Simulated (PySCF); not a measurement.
Molfile (atoms numbered from 1):
```
C6H9NO
     RDKit          3D

 17 16  0  0  0  0  0  0  0  0999 V2000
    3.2828   -0.2805    0.3912 C   0  0  0  0  0  0  0  0  0  0  0  0
    1.9236   -0.0698   -0.0545 C   0  0  0  0  0  0  0  0  0  0  0  0
    0.8074    0.1034   -0.4561 C   0  0  0  0  0  0  0  0  0  0  0  0
   -0.5742    0.2928   -0.8635 C   0  0  0  0  0  0  0  0  0  0  0  0
   -1.4930   -0.0036    0.2237 N   0  0  0  0  0  0  0  0  0  0  0  0
   -1.4194    0.8458    1.3816 C   0  0  0  0  0  0  0  0  0  0  0  0
   -2.3253   -1.0511    0.1261 C   0  0  0  0  0  0  0  0  0  0  0  0
   -2.4191   -1.7865   -0.8279 O   0  0  0  0  0  0  0  0  0  0  0  0
    3.5314   -1.3400    0.3386 H   0  0  0  0  0  0  0  0  0  0  0  0
    3.3961    0.0586    1.4208 H   0  0  0  0  0  0  0  0  0  0  0  0
    3.9715    0.2769   -0.2427 H   0  0  0  0  0  0  0  0  0  0  0  0
   -0.7253    1.3275   -1.1974 H   0  0  0  0  0  0  0  0  0  0  0  0
   -0.8188   -0.3934   -1.6806 H   0  0  0  0  0  0  0  0  0  0  0  0
   -1.7060    1.8694    1.1228 H   0  0  0  0  0  0  0  0  0  0  0  0
   -0.3987    0.8593    1.7715 H   0  0  0  0  0  0  0  0  0  0  0  0
   -2.0921    0.4765    2.1531 H   0  0  0  0  0  0  0  0  0  0  0  0
   -2.9478   -1.1734    1.0331 H   0  0  0  0  0  0  0  0  0  0  0  0
  1  2  1  0
  2  3  3  0
  3  4  1  0
  4  5  1  0
  5  6  1  0
  5  7  1  0
  7  8  2  0
  1  9  1  0
  1 10  1  0
  1 11  1  0
  4 12  1  0
  4 13  1  0
  6 14  1  0
  6 15  1  0
  6 16  1  0
  7 17  1  0
M  END
```

Geometry: GFN2-xTB; GIAO shifts from PySCF 2.14, gas phase, non-relativistic, averaged over equivalent atoms.

At PBE0/pcSseg-1 (181 basis functions, 22 s wall time on 1 thread of an Intel Xeon 6975P-C, shared host):
```tsv
atoms	δ (ppm)
C7	162.0
C2	86.6
C3	81.6
C4	34.2
C6	34.2
C1	4.5
N5	131.7
O8	411.8
H17	8.00
H12/H13	4.29
H14/H15/H16	3.01
H9/H10/H11	2.02
```

Scale: ¹³C (σref 186.93), ¹H (σref 31.72) vs TMS; ¹⁵N (σref 267.73) against NH3; ¹⁷O (σref 336.08) against H2O (reference shieldings calculated alike).

Predict the values at PW91/6-311G** on the same geometry.

Results:


| atoms | δ at PW91/6-311G** | change |
| --- | --- | --- |
| C7 | 154.1 | -7.9 |
| C2 | 83.3 | -3.3 |
| C3 | 78.6 | -3.0 |
| C4 | 35.6 | +1.4 |
| C6 | 34.1 | -0.1 |
| C1 | 4.2 | -0.3 |
| N5 | 145.3 | +13.6 |
| O8 | 415.4 | +3.6 |
| H17 | 8.22 | +0.22 |
| H12/H13 | 4.45 | +0.16 |
| H14/H15/H16 | 3.00 | -0.01 |
| H9/H10/H11 | 1.96 | -0.06 |

Shifts are taken against calculated references (same method and geometry level): TMS for ¹³C (σref 185.59), ¹H (σref 32.05); ¹⁵N (σref 274.64) vs NH3; ¹⁷O (σref 343.74) vs H2O.

The largest change is at N5 (amide-type nitrogen). Cost: 198 basis functions, 44 s wall time on 1 thread of an Arm Neoverse V1, shared host. The order of the carbon signals is the same at both levels.

Unscaled 17O shifts of doubly bonded oxygen tend to come out too high, by tens of ppm or more. Experimental scales use liquid or dissolved standards, which lie at an offset from isolated NH3 (liquid NH3: subtract about 20 ppm) and H2O (liquid H2O: subtract about 36 ppm).
